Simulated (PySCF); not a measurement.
r2SCAN0 on S (sulfur, neutral), [Ne] 3s2 3p3 3d1, high-spin 5D determinant (an excited configuration). Computed with PySCF 2.14 in dyall-av3z, with scalar relativity by spin-free X2C-1e.

```
cycle= 1 E= -398.844083140377  delta_E= -0.00377  |g|= 0.00965  |ddm|= 0.0885
cycle= 2 E= -398.844108478608  delta_E= -2.53e-05  |g|= 0.00285  |ddm|= 0.0106
cycle= 3 E= -398.844110879305  delta_E= -2.4e-06  |g|= 0.000914  |ddm|= 0.0028
cycle= 4 E= -398.844111045127  delta_E= -1.66e-07  |g|= 9.34e-05  |ddm|= 0.000563
cycle= 5 E= -398.844111052021  delta_E= -6.89e-09  |g|= 2.11e-05  |ddm|= 0.000167
cycle= 6 E= -398.844111052351  delta_E= -3.3e-10  |g|= 1.47e-06  |ddm|= 3.32e-05
converged SCF energy = -398.844111052351  <S^2> = 6.0004806  2S+1 = 5.0001922
```

Highest occupied orbital energy: 0.915 eV; ⟨L²⟩ = 6.01; populations by l: s 6.00, p 9.00, d 1.00, f 0.00.

Question: Can this result be used?

Answer: Not for this state. The calculation finished and met its thresholds. The outer electron is Rydberg-like, and this basis confines it to a smaller radius and binds it less than a complete one would. At r2SCAN0 the highest occupied level has a positive energy, so only the finite basis holds that electron; for this excited configuration the basis is too tight for the outer shell.
